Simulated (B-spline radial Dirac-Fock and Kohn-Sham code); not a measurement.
**Two-hole binding energies of Hf²⁺**

System: the Hf²⁺ ion, 1s2 2s2 2p6 3s2 3p6 3d10 4s2 4p6 4d10 4f14 5s2 5p6 5d2, inside a Watson sphere of charge -2 and radius 2 Å (a model of the Madelung potential; inside it an electron's potential energy is raised by 14.4 eV).

Level of theory: Dirac-Fock (average of configuration) total-energy differences with a finite nucleus, the Breit interaction including its frequency dependence, and self-energy and vacuum-polarisation corrections; a B-spline atomic structure program. U is the two-hole binding energy less the two single-hole energies, the effective repulsion of the holes after relaxation. Each two-hole energy is an average over J within one jj subconfiguration.

```
          holes  E(a) (eV)  E(b) (eV)  E(ab) (eV)  U (eV)
   1s⁻¹ 3p1/2⁻¹    65349.1     2377.2     67838.8   112.5
   1s⁻¹ 3d3/2⁻¹    65349.1     1725.3     67167.3    92.9
   2s⁻¹ 3p1/2⁻¹    11286.9     2377.2           ?       ?
   2p1/2⁻¹ 3s⁻¹    10747.5     2614.3     13443.2    81.4
   2s⁻¹ 3d5/2⁻¹    11286.9     1670.6     13044.0    86.4
2p1/2⁻¹ 3p3/2⁻¹    10747.5     2121.3     12951.8    82.9
2p1/2⁻¹ 3d3/2⁻¹    10747.5     1725.3     12560.9    88.1
2p1/2⁻¹ 3d5/2⁻¹    10747.5     1670.6     12507.6    89.5
   2p3/2⁻¹ 3s⁻¹     9569.1     2614.3     12263.0    79.6
2p3/2⁻¹ 3p1/2⁻¹     9569.1     2377.2     12033.9    87.6
        3p1/2⁻²     2377.2     2377.2      4818.3    63.9
4d3/2⁻¹ 4d5/2⁻¹      234.6      223.9       483.8    25.2
        5p1/2⁻²      48.08      48.08       112.1    15.9
        4f5/2⁻²      24.53      24.53       71.25    22.2
```

Problem. Give the missing two-hole energy and U.

Solution. E(ab) = 13749.3 eV and U = 85.1 eV.

Values without a named source are computed, but for edge energies of neutral atoms, which are taken from tables.
